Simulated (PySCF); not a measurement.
Job for PySCF: R-B3LYP/3-21G on H8OSi2 (a complex), monomers drawn apart or pushed together.

```python
from pyscf import gto, scf, dft, mp
from pyscf.data.elements import chemcore

mol = gto.M(
    atom='''
    O     0.55588435    0.48663644    1.37382756
    H     1.00482369   -0.30707393    1.06305605
    H    -0.25499551    0.54365557    0.85674840
    Si   -0.97786112   -1.10687326    4.20679838
    Si    0.18405564    0.80518320    4.92014419
    H    -2.04443119   -0.75751054    3.23511521
    H    -1.62886095   -1.80108359    5.34798879
    H    -0.06469754   -2.08169614    3.55899078
    H    -0.36515991    2.02306050    4.28201618
    H     1.62781554    0.68804202    4.61380285
    H     0.04167324    0.95850873    6.39192657
    ''',
    basis='3-21g',
    charge=0, spin=0, verbose=3, max_memory=1800)
mf = dft.RKS(mol, xc='b3lyp')
mf.conv_tol = 1e-8
mf.max_cycle = 100
mf.kernel()
if not mf.converged:
    mf = mf.newton().run(mf.mo_coeff, mf.mo_occ)
```

The log:

```
converged SCF energy = -655.502481773821
```

The calculation finished and met its thresholds.

Cost: around 4 core-seconds (rough).
